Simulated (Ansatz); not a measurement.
Stepwise reaction of `O[Si](F)(F)O[SiH3]` with hydrogen chloride, as a gas-phase model of exchange steps in deposition or etching. ΔE in kJ/mol.

Isolated molecules relaxed with PBE0-D4/def2-TZVP in Ansatz; ΔE leaves out vibrations. CBS: MP2 limit from def2 TZ/QZ plus the TZ coupled-cluster correction, frozen cores. This one scheme is used for every species. Functionals use def2-TZVPP. B3LYP here is the variant with VWN-RPA as its local correlation; programs differ in this. One conformer a species, not always the lowest.

| step | reaction | PBE-D4 | B3LYP-D4 | ωB97M-V | CCSD(T)/CBS |
| --- | --- | --- | --- | --- | --- |
| 2 | `O[Si](F)(Cl)O[SiH3]` + HCl → `O[Si](Cl)(Cl)O[SiH3]` + H–F | 40.2 | 50.5 | 50.2 | 48.1 |

Give the row of step 1, `O[Si](F)(F)O[SiH3]` + HCl → `O[Si](F)(Cl)O[SiH3]` + H–F. (Estimate.)

Ansatz gave: 
| step | reaction | PBE-D4 | B3LYP-D4 | ωB97M-V | CCSD(T)/CBS |
| --- | --- | --- | --- | --- | --- |
| 1 | `O[Si](F)(F)O[SiH3]` + HCl → `O[Si](F)(Cl)O[SiH3]` + H–F | 45.3 | 56.3 | 54.5 | 54.1 |

By hand: ΔE of the 2 steps together at CCSD(T)/CBS.

(54.1) + (48.1) = 102.2 kJ/mol, or 51.1 kJ/mol a step.

In ΔE each step is lower than the one before. All are uphill at CCSD(T)/CBS. PBE-D4 differs from CCSD(T)/CBS by -8.8 to -7.9 kJ/mol a step. Only this route is followed, and other bonds may react first. Isolated molecules leave out the surface, adducts and barriers. Largest T1 diagnostic: 0.011.
